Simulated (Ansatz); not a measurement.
Total energies of `F[B@H-]1[SH+][B@@H-](F)[SH+]1`.

Cartesian coordinates in Å:
```
F -0.383 2.521 0.046
B -0.008 1.286 -0.352
S 1.068 0.357 1.065
B -0.128 -1.186 0.596
F -0.593 -1.801 1.705
S -1.532 -0.014 -0.232
H 0.538 1.160 -1.411
H 2.134 0.020 0.323
H 0.392 -1.846 -0.257
H -1.488 -0.497 -1.482
```

The species carries charge 0 and has multiplicity 1. All single points use the PBE0-D4/def2-TZVP geometry. Basis def2-TZVPP, Ansatz 0.2.0.

RPA on PBE orbitals: Hartree–Fock energy of these orbitals -1045.82993 Eh, correlation -1.74506 Eh (frozen core).

```json
{"functional": "LDA (SPW92)", "energy without D4 (Eh)": "-1043.88285", "D4 term (kJ/mol)": "–"}
{"functional": "PBE", "energy without D4 (Eh)": "-1047.84707", "D4 term (kJ/mol)": "-28.0"}
{"functional": "revPBE", "energy without D4 (Eh)": "-1048.23012", "D4 term (kJ/mol)": "-83.6"}
{"functional": "BLYP", "energy without D4 (Eh)": "-1048.40558", "D4 term (kJ/mol)": "-62.2"}
{"functional": "r2SCAN", "energy without D4 (Eh)": "-1048.29610", "D4 term (kJ/mol)": "-6.5"}
{"functional": "B97M-V", "energy without D4 (Eh)": "-1048.20840", "D4 term (kJ/mol)": "–"}
{"functional": "PBE0", "energy without D4 (Eh)": "-1047.92490", "D4 term (kJ/mol)": "-23.6"}
{"functional": "B3LYP", "energy without D4 (Eh)": "-1048.50390", "D4 term (kJ/mol)": "-45.7"}
{"functional": "r2SCANh", "energy without D4 (Eh)": "-1048.28035", "D4 term (kJ/mol)": "-7.0"}
{"functional": "r2SCAN0", "energy without D4 (Eh)": "-1048.25825", "D4 term (kJ/mol)": "-7.8"}
{"functional": "HSE06 (plane-wave form)", "energy without D4 (Eh)": "-1047.89855", "D4 term (kJ/mol)": "-22.0"}
{"functional": "BHLYP", "energy without D4 (Eh)": "-1048.35501", "D4 term (kJ/mol)": "-35.5"}
{"functional": "CAM-B3LYP", "energy without D4 (Eh)": "-1048.40090", "D4 term (kJ/mol)": "-24.0"}
{"functional": "LC-ωPBE", "energy without D4 (Eh)": "-1048.08662", "D4 term (kJ/mol)": "–"}
{"functional": "ωB97X-V", "energy without D4 (Eh)": "-1048.26370", "D4 term (kJ/mol)": "–"}
{"functional": "ωB97M-V", "energy without D4 (Eh)": "-1048.34299", "D4 term (kJ/mol)": "–"}
{"functional": "B2PLYP", "energy without D4 (Eh)": "-1048.04864", "D4 term (kJ/mol)": "–"}
{"functional": "PBE-QIDH", "energy without D4 (Eh)": "-1047.72488", "D4 term (kJ/mol)": "–"}
```

B3LYP takes the VWN-RPA correlation (the form of Gaussian; ORCA's B3LYP/G). HSE06 is the plane-wave form, built on full-range PBE exchange. The double hybrids freeze the cores in their second-order part.

LC-ωPBE has ω = 0.4 bohr⁻¹.
